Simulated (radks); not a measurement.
The potassium anion K-, [Ar] 4s2, held by a Watson sphere: a shell of charge +0.73 at radius R that stands for the Madelung well of a crystal (potential energy -0.73/R inside, -0.73/r outside, in hartree with lengths in bohr). All-electron calculation, scalar-relativistic Kohn-Sham, PBEsol, spin-unpolarised, spherical densities, point nucleus. Program: a radial shooting solver on a logarithmic mesh with Libxc functionals. Response by self-consistent Sternheimer equations with the Hartree and adiabatic LDA kernel, the relativistic mass of each level held fixed and spin-orbit coupling left out. The sphere does not respond.

R (bohr),e(3s) (eV),e(3p) (eV),e(4s) (eV),<r> 4s (bohr),sum of <r^2> (bohr^2),X-ray form factor at sin(theta)/lambda = 0.3 1/angstrom,alpha (bohr^3)
2.11,-36.728,-20.254,-2.129,4.516,66.66,11.008,240.8
2.26,-36.320,-19.867,-2.127,4.524,66.93,11.001,241.9
2.37,-36.045,-19.604,-2.125,4.533,67.18,10.998,243.1
2.45,-35.859,-19.423,-2.122,4.542,67.37,10.996,244.3
4.26,-33.817,-17.378,-1.930,4.975,76.60,10.993,330.6
